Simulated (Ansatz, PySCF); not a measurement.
System: SnS, net charge 0, singlet state. 
Geometry from a B3LYP-D3(BJ)/def2-TZVP (Ansatz, a first-principles code) optimisation:
SMILES: [S]=[Sn]
```xyz
2

Sn     0.0000     0.0000    -0.5388
S      0.0000     0.0000     1.6838
```
Charge 0, spin multiplicity 1.

Wanted: atomisation energy (electronic, to ground-state atoms), in kJ/mol. Correlated levels leave the core frozen unless marked. UHF or UKS for open shells. No spin-orbit coupling. The frozen core is the preceding noble-gas configuration, with the filled d and f shells of earlier blocks. In def2 rows, elements after Kr have scalar-relativistic effective core potentials. STO-3G rows are all-electron and non-relativistic. The coupled-cluster limit lacks core correlation, which all-electron functionals hold. CBS(X,Y): correlation extrapolated as X^-3; Hartree-Fock from the larger set.

The T1 diagnostic of CCSD in the largest basis is 0.026, which is high, so the coupled-cluster rows are less sure than usual.

| level | program | atomisation energy (kJ/mol) |
|---|---|---|
| HF-D3(BJ)/def2-TZVPD | PySCF + dftd3 | 298.1 |
| HF-D4/def2-TZVPD | PySCF + dftd4 | 266.4 |
| BP86/def2-TZVPD | PySCF | 514.3 |
| r2SCAN-D3(BJ)/def2-TZVPD | Ansatz + dftd3 | 496.1 |
| PBE0/STO-3G | Ansatz | 617.6 |
| PBE0-D3(BJ)/def2-TZVPD | Ansatz + dftd3 | 484.9 |
| PBE0/def2-TZVPD | Ansatz | 480.8 |
| PBE0/def2-QZVPP | Ansatz | 481.4 |
| BHLYP-D4/def2-TZVPD | Ansatz + dftd4 | 447.6 |
| r2SCANh-D4/def2-TZVPD | Ansatz + dftd4 | 483.2 |
| PW6B95/def2-TZVPD | PySCF | 497.8 |
| CAM-B3LYP-D3(BJ)/def2-TZVPD | Ansatz + dftd3 | 469.3 |
| B2PLYP-D3(BJ)/def2-TZVPD | Ansatz + dftd3 | 490.0 |
| B2PLYP/def2-TZVPD | Ansatz | 484.4 |
| RPA@PBE/def2-QZVPP | Ansatz | 437.4 |
| CCSD(T)/CBS(def2-TZVPPD,def2-QZVPPD) | Ansatz | [?] |

Question: What belongs in the gaps?

Answer: 
- CCSD(T)/CBS(def2-TZVPPD,def2-QZVPPD), atomisation energy (kJ/mol): 488.6
